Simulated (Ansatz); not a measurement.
Consider the atomization: `F[P+](F)(F)[Cu-][Cl]` → Cl• + Cu• + 3 F• + P•.

Program: Ansatz. Geometries: PBE0-D4/def2-TZVP. ΔE: electronic, gas phase. CCSD(T)/CBS is the MP2 limit (def2-TZVPP, def2-QZVPP) plus CCSD(T) − MP2 in def2-TZVPP, frozen cores. This one scheme is used for every species, atoms too. DFT in def2-TZVPP. Open shells (•) are unrestricted, without spin–orbit coupling. Spin–orbit coupling would lower the free atoms: a little for Cl, F. Bonds to Cu are less sure, by a few kJ/mol each and by 10 to 20 or more in all where they break to atoms, as the def2 sets lack core-valence functions. Scalar relativity is left out up to krypton. Each species was taken in one conformer, which may not be the lowest.

| level | ΔE (kJ/mol) | difference from CCSD(T)/CBS |
| --- | --- | --- |
| PBE-D4 | 2105.5 | 69.7 |
| BLYP-D4 | 2033.3 | -2.5 |
| PBE | 2089.2 | 53.4 |
| BLYP | 1997.7 | -38.1 |
| LC-ωPBE | 2026.5 | -9.3 |
| RPA@PBE/def2-TZVPP | 1770.8 | -265.0 |
| MP2/def2-TZVPP | 2073.6 | 37.8 |
| CCSD/def2-TZVPP | 1866.0 | -169.8 |
| HF/def2-QZVPP | 1282.0 | -753.8 |
| MP2/CBS(def2) | 2177.4 | 141.6 |
| CCSD(T)/CBS | 2035.8 | 0 |

Largest T1 diagnostic among the species: 0.022, so the coupled-cluster value is less sure than usual.

From BLYP to BHLYP (50 % exact exchange), in def2-TZVPP and without D4, ΔE moves by −166.7 kJ/mol: exact exchange takes away binding that semilocal exchange gives to molecules. At CCSD(T), def2-SVP lies −310.0 kJ/mol from the extrapolated value and def2-TZVPP −103.8 kJ/mol: correlation converges slowly with the basis, and small sets miss more of it in the bonded molecule than in its fragments. The D4 term adds +26.8 kJ/mol with B3LYP and +13.9 kJ/mol with PBE0; it sums over pairs of atoms, weighted by their polarisabilities, and B3LYP, whose exchange is more repulsive, gets the larger term.

B3LYP here is the variant with VWN-RPA as its local correlation; programs differ in this.

For atomizations the MP2-based limit and the directly extrapolated one differ by several kJ/mol either way, and by 10 to 25 for some Ge, Se and Sn compounds, so smaller differences from it don't rank the levels.
